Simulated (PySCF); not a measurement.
## Vertical excitation energies

Compound: C7H5NSi.
SMILES: `C(/C(=C/C#C)[SiH2]C#N)#C`

Level of theory: TDDFT CAM-B3LYP/def2-SVPD, vertical, gas phase, core orbitals frozen in the response (PySCF 2.14.0, density-fitted response routines). Geometry: GFN2-xTB, one conformer, isolated molecule. Torsions of this conformer, `[CH:1]#[C:2]/[CH:3]=[C:4](/[C:5]#[CH:6])[SiH2:7][C:8]#[N:9]`: C3–C4–Si7–C8 56°.

Task: What does the calculation give for the low-lying excited states?

Result: 

| state | E (eV) | λ (nm) | f | main configurations (H = HOMO, L = LUMO) |
| --- | --- | --- | --- | --- |
| S1 | 4.59 | 270.1 | 0.405 | H→L (93%) |
| S2 | 4.70 | 263.7 | 0.0014 | H-1→L (92%) |
| S3 | 5.03 | 246.6 | 0.0004 | H-2→L (90%) |
| S4 | 5.81 | 213.2 | 0.0003 | H→L+1 (67%) |
| S5 | 6.14 | 202.0 | 0.0008 | H-3→L (74%) |
| S6 | 6.22 | 199.4 | 0.0004 | H→L+6 (36%), H→L+5 (18%), H→L+3 (11%) |
| S7 | 6.55 | 189.3 | 0.0026 | H→L+2 (55%), H→L+1 (18%) |
| S8 | 6.85 | 180.9 | 0.0053 | H-5→L (42%), H-8→L (16%), H→L+3 (9%) |

Triplets, Tamm–Dancoff:

```json
{"state": "T1", "E (eV)": "2.62", "λ (nm)": "472.6", "main configurations (H = HOMO, L = LUMO)": "H→L (94%)"}
{"state": "T2", "E (eV)": "4.45", "λ (nm)": "278.7", "main configurations (H = HOMO, L = LUMO)": "H-1→L (90%)"}
{"state": "T3", "E (eV)": "4.75", "λ (nm)": "261.2", "main configurations (H = HOMO, L = LUMO)": "H-2→L (85%)"}
```

The lowest singlet comes at 270 nm (443 kJ/mol) in the ultraviolet; it is strong; its leading configuration is HOMO→LUMO (93%). The lowest level is also the most intense of those listed (f = 0.405). Löwdin shares by element: HOMO carbon 66% or more (atoms not listed hold the other 34%); LUMO carbon 66% or more (atoms not listed hold the other 34%). The oscillator strengths of these states sum to 0.416; summed over the whole spectrum of an exact calculation they would give the number of electrons, 68 (Thomas–Reiche–Kuhn). Orbital energies (eV): HOMO-3 -10.73, HOMO-2 -10.06, HOMO-1 -9.66, HOMO -8.41, LUMO -1.35, LUMO+1 0.46, LUMO+2 0.85. Weighted by f, the mean energy of these states is 4.64 eV. The window holds the lowest 8 singlets.
